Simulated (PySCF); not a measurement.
Isomers of C6H14O, from PySCF 2.14.0, PBE0-D3(BJ)/def2-SVP geometry optimisation, gas phase. One conformer each, no zero-point energy, no frequencies.

**Question.** Which is lower in electronic energy at this level?
A. `[CH3:1][CH:2]([CH3:3])[O:4][CH:5]([CH3:6])[CH3:7]` with C1–C2–O4–C5 -84°, C2–O4–C5–C6 153° (diisopropyl ether): A = 4097, B = 1568, C = 1386 MHz, dipole 1.14 D
B. `[CH3:1][CH2:2][CH2:3][CH2:4][O:5][CH2:6][CH3:7]` with C1–C2–C3–C4 -178°, C2–C3–C4–O5 62°, C3–C4–O5–C6 -177°, C4–O5–C6–C7 180°: A = 6139, B = 1019, C = 924.3 MHz, dipole 1.01 D

**Answer.** A. That is diisopropyl ether, `C(C)(OC(C)C)C`, 4.2 kcal/mol below the other.

```tsv
SMILES	mapped SMILES	E (Eh)	relative (kcal/mol)	relative (kJ/mol)	dipole (D)
CC(C)OC(C)C	[CH3:1][CH:2]([CH3:3])[O:4][CH:5]([CH3:6])[CH3:7]	-311.70682	0.0	0.0	1.14
CCCCOCC	[CH3:1][CH2:2][CH2:3][CH2:4][O:5][CH2:6][CH3:7]	-311.70011	4.2	17.6	1.01
```
